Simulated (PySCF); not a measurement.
From one molecule to another.

First species: C₈H₁₁ClSi.
Numbering: `[CH:1]#[C:2][C@@:3]1([CH2:4][Cl:5])[CH:6]=[CH:7][SiH2:8][CH2:9][CH2:10]1` (hydrogens: H11 on C1; H12, H13 on C4; H14 on C6; H15 on C7; H16, H17 on Si8; H18, H19 on C9; H20, H21 on C10)

Second species: C₅H₁₂F₃PSi.
InChI=1S/C5H12F3PSi/c1-9(4-10)3-2-5(6,7)8/h2-4H2,1,10H3

Levels: PBE0/pcSseg-1 for HOMO energy, LUMO energy and HOMO–LUMO gap. Geometries: GFN2-xTB. Each structure is a single optimised conformer of the isolated species, non-relativistic unless stated; the electronic structure was computed with PySCF and density fitting.

Dipoles, sizes and rotational constants follow the conformer. The torsions of the flexible species, by atom-mapped SMILES:
- `[CH3:1][P:2]([CH2:3][SiH3:4])[CH2:5][CH2:6][C:7]([F:8])([F:9])[F:10]`: C1–P2–C3–Si4 -76°, C1–P2–C5–C6 77°, P2–C5–C6–C7 176°, C5–C6–C7–F8 -60°

The conformers of `C#C[C@@]1(CCl)C=C[SiH2]CC1` aren't listed.

```
     property  column X  column Y
  HOMO energy  -7.59 eV  -6.94 eV
  LUMO energy  -0.47 eV   0.47 eV
HOMO–LUMO gap   7.12 eV   7.41 eV
```

Problem. Which column belongs to which species?

Solution. Column X is the first species and column Y the second. The first has 21 atoms and 90 electrons, the second 22 and 98.

Problem. How does each property change from the first species to the second?

Solution. HOMO energy +0.65 eV; LUMO energy +0.94 eV; HOMO–LUMO gap +0.29 eV.

